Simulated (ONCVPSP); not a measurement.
What one change does to a pseudopotential (Hf (Z = 72), ONCV)

- Element: hafnium
- Generator: ONCVPSP 4.0.1
- Type: optimised norm-conserving Vanderbilt (ONCV)
- Functional: LDA (Perdew-Zunger)
- Relativity: fully relativistic
- Frozen core: [Kr] 4d10 4f14
- Valence charge: 12
- Reference configuration: 5s2 5p6 5d2 6s2
- Partial waves: 5s+6s: rc 1.65 bohr, ncon 3, nbas 6, qcut 6.3 1/bohr, 2 projectors; 5p: rc 1.95 bohr, ncon 3, nbas 8, qcut 8 1/bohr, 1 projector; 5d: rc 3.15 bohr, ncon 4, nbas 8, qcut 4.7 1/bohr, 2 projectors, debl 1.3 Ha
- Local potential: polynomial inside 1.50 bohr (lpopt 5, dvloc0 0 Ha)
- Core correction: none

Open shells are filled in proportion to 2j + 1.

Change: local potential polynomial inside 1.50 bohr (lpopt 5, dvloc0 9.5 Ha).

Cutoffs: the cutoffs (Ha) at which the residual kinetic energy of the hardest occupied pseudo-wave falls to 1 and 0.1 mHa per electron; they do not see the model core or the augmentation charge, which bear on the density cutoff. Errors are all-electron minus pseudo energies relative to the spin-unpolarised reference configuration.

Task: What does the change do?

Result: The potential gets neither clearly harder nor softer (16 Ha and 21 Ha → 16 Ha and 21 Ha); the errors of the 3 common tests hardly move; the range in which the p1/2 phases agree widens (upper end 0.4 → at the end of the scan); neither file shows a bound ghost.

```csv
quantity,base,changed
"cutoff, loose",16 Ha,16 Ha
"cutoff, tight",21 Ha,21 Ha
bound ghosts,none,none
GHOST(+) flags under 300 eV,none,none
tests with a reliable result,3 of 4,3 of 4
"error for 5s2 5p6 5d2 6s1, meV [ΔE 8.20 eV]",+1.6,+1.6
"error for 5s2 5p6 5d2 6s0, meV [ΔE 22.70 eV]",+5.8,+6.1
"error for 5s1 5p6 5d2 6s2, meV [ΔE 73.20 eV]",-452,-482
s: phases at 1.68 bohr within 0.05 rad from the reference energy up to (Ha; the scan ends near 5),to the end of the scan,to the end of the scan
p3/2: phases at 1.98 bohr within 0.05 rad from the reference energy up to (Ha; the scan ends near 5),0.7,1.3
p1/2: phases at 1.98 bohr within 0.05 rad from the reference energy up to (Ha; the scan ends near 5),0.4,to the end of the scan
d5/2: phases at 3.20 bohr within 0.05 rad from the reference energy up to (Ha; the scan ends near 5),3.0,3.1
d3/2: phases at 3.20 bohr within 0.05 rad from the reference energy up to (Ha; the scan ends near 5),2.9,3.0
```
